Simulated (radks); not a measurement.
The numbers below are computed, except where a source is named.
Valence configurations of the iron ion Fe2+ (all share [Ar]). Level of theory: non-relativistic Kohn-Sham, r2SCAN, spin-polarised, spherical densities, point nucleus; open shells are filled with parallel spins first; meta-GGA in the generalised Kohn-Sham scheme (a radial shooting solver on a logarithmic mesh with Libxc functionals). Energies are relative to 3d6; eigenvalues in eV for spin up.

| valence | E (eV) | moment (Bohr magnetons) | e(3d) | e(4p) | e(4s) |
|---|---|---|---|---|---|
| 3d6 | 0.000 | 4 | -27.725 | - | - |
| 3d5.5 4s0.5 | 1.451 | 5 | -31.158 | - | -21.612 |
| 3d5 4s1 | 3.096 | 6 | -34.747 | - | -23.329 |
| 3d5.5 4p0.5 | 4.566 | 5 | -31.756 | -15.631 | - |
| 3d5 4p1 | 9.720 | 6 | -35.935 | -17.197 | - |
| 3d4.5 4s1.5 | 11.186 | 5 | -38.290 | - | -24.252 |
| 3d4.5 4s0.5 4p1 | 16.295 | 6 | -39.360 | -18.350 | -25.254 |
| 3d4 4s2 | 19.767 | 4 | -41.872 | - | -25.024 |
| 3d4 4p2 | 31.079 | 6 | -44.025 | -19.921 | - |
| 3d3.5 4s1.5 4p1 | 34.928 | 5 | -46.702 | -20.126 | -27.618 |

NIST lists [Ar] 3d6 as the ground configuration; this level of theory agrees among the configurations tried. The energies are those of spherical high-spin densities, not of single terms.
